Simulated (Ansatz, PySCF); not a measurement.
The pair A = AlH3 (SMILES [AlH3]) (first 4 atoms), B = H2O (SMILES O); geometry from B3LYP-D3(BJ)/def2-TZVP.
(charge 0, multiplicity 1):
```xyz
7

Al    -0.021     0.218     0.326
H      0.603    -0.935    -0.566
H     -1.608     0.386     0.337
H      0.869     1.510     0.619
O      0.111    -0.547     2.217
H     -0.754    -0.649     2.634
H      0.659    -0.002     2.796
```

Cores are frozen in the correlated methods. CBS: X⁻³ extrapolation of the correlation energy, Hartree–Fock from the larger set.

The values were computed with Ansatz (an electronic-structure program) with Gaussian orbitals; PySCF for the dispersion terms. Values without a source in brackets are computed.

The monomers are drawn apart, rigid, along the line of their centres of mass. Counterpoise-corrected interaction energies (kcal/mol):

| level | R = 2.926 Å | R = 3.744 Å |
|---|---|---|
| PBE/def2-TZVPPD | -10.4397 | -3.8703 |
| PBE-D3(BJ)/def2-TZVPPD | -11.0745 | -4.1978 |
| wB97M-V/def2-TZVPPD | -11.2152 | -4.1628 |
| CCSD(T)/CBS(aug-cc-pV(D+d)Z, aug-cc-pV(T+d)Z) | -10.8557 | -4.1491 |

**Question.** R is the distance of the centres of mass. Find the local exponent m of E ∝ R⁻ᵐ between the two points.

**Answer.** 
m = ln(E₁/E₂)/ln(R₂/R₁): PBE/def2-TZVPPD 4.0; PBE-D3(BJ)/def2-TZVPPD 3.9; wB97M-V/def2-TZVPPD 4.0; CCSD(T)/CBS(aug-cc-pV(D+d)Z, aug-cc-pV(T+d)Z) 3.9. For scale, two fixed dipoles give m = 3, dipole and quadrupole 4, quadrupoles 5, and dispersion or dipole-induced dipole 6 at long range; at these distances several terms mix, and what is left of overlap and damping shifts m, so it need not match one of them.
